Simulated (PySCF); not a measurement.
Si(H)2(vinyl)(OH) (C2H6OSi), SMILES C(=C)[SiH2]O.

Geometry optimised at ωB97X-D3(BJ)/def2-SVP. One conformer was computed; it need not be the lowest.

Level of theory: TDA-B3LYP/def2-SVPD run with PySCF 2.14.0.

Vertical excitations. 

| state | energy (eV) | λ (nm) | f | main pairs |
|---|---|---|---|---|
| S1 | 6.41 | 193 | 0.006 | HOMO−1→LUMO 94 % |
| S2 | 6.55 | 189 | 0.013 | HOMO→LUMO+1 91 % |
| S3 | 7.05 | 176 | 0.003 | HOMO−1→LUMO+1 97 % |
| S4 | 7.19 | 172 | 0.242 | HOMO−2→LUMO 49 %, HOMO→LUMO 41 % |
| S5 | 7.52 | 165 | 0.014 | HOMO→LUMO+2 93 % |
| S6 | 7.62 | 163 | 0.110 | HOMO−2→LUMO+1 35 %, HOMO−2→LUMO 26 %, HOMO→LUMO 18 %, HOMO−3→LUMO 10 % |
| S7 | 7.79 | 159 | 0.057 | HOMO−2→LUMO+1 49 %, HOMO−3→LUMO 36 % |
| S8 | 8.05 | 154 | 0.070 | HOMO−3→LUMO 46 %, HOMO−2→LUMO 15 %, HOMO→LUMO 9 %, HOMO−2→LUMO+1 9 % |
| S9 | 8.10 | 153 | 0.037 | HOMO→LUMO+3 63 %, HOMO→LUMO+4 24 % |
| S10 | 8.21 | 151 | 0.034 | HOMO−1→LUMO+2 90 % |
| T1 | 4.28 | 290 | 0 | HOMO→LUMO 92 % |
| T2 | 5.88 | 211 | 0 | HOMO−1→LUMO 90 % |
| T3 | 6.43 | 193 | 0 | HOMO→LUMO+1 91 % |
| T4 | 6.77 | 183 | 0 | HOMO−1→LUMO+1 87 % |
Triplets are in the Tamm–Dancoff approximation.
